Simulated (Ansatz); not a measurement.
Pulling on the Be1–I3 bond in BeBrI (SMILES [Br][Be][I]) (multiplicity 1 held, fragments rigid). Energies count from the point at 2.165 Å.
Geometry at that point (charge 0, multiplicity 1):
```xyz
3

Be     0.000     0.000    -0.503
Br     0.000     0.000    -2.459
I      0.000     0.000     1.662
```

R- and RO- levels are restricted; in cc, def2 and unpolarised 6-31G sets they are followed outwards from rest. Unrestricted levels (U-) break spin symmetry where that is lower. Active spaces are followed from a long bond inwards. Levels need not reach the same state.

Frozen-core correlation. Filled d and f shells under p-block atoms count as core.

Codes used: Ansatz (a program for electronic structure).  In def2 rows elements past Kr take small-core potentials, without spin–orbit coupling.

| level | energy at R = 6.929 Å (eV) |
|---|---|
| U-HF/def2-TZVPPD | 3.165 |
| R-r2SCAN/def2-TZVPPD | 5.072 |
| R-B3LYP/def2-TZVPPD | 5.035 |
| U-B3LYP/def2-TZVPPD | 4.101 |
| R-wB97X-V/def2-TZVPPD | [?] |
| U-MP2/def2-TZVPPD | 4.151 |
| SC-NEVPT2 on CASSCF(6,4)/def2-TZVPPD | 4.123 |
| FIC-NEVPT4(SD) on CASSCF(6,4)/def2-TZVPPD | 4.048 |
| FIC-MRCISD+Q on CASSCF(6,4)/def2-TZVPPD | 4.035 |

Question: Some entries are withheld; supply them.

Answer: 
- R-wB97X-V/def2-TZVPPD, energy at R = 6.929 Å (eV): 6.451

Doubts at one or more of the structures used: a spin-contaminated determinant (U-HF/def2-TZVPPD, U-B3LYP/def2-TZVPPD, U-MP2/def2-TZVPPD); a restricted determinant that unrestricted orbitals would lower (R-r2SCAN/def2-TZVPPD, R-B3LYP/def2-TZVPPD, R-wB97X-V/def2-TZVPPD); active orbitals that take no part (SC-NEVPT2 on CASSCF(6,4)/def2-TZVPPD, FIC-NEVPT4(SD) on CASSCF(6,4)/def2-TZVPPD, FIC-MRCISD+Q on CASSCF(6,4)/def2-TZVPPD).
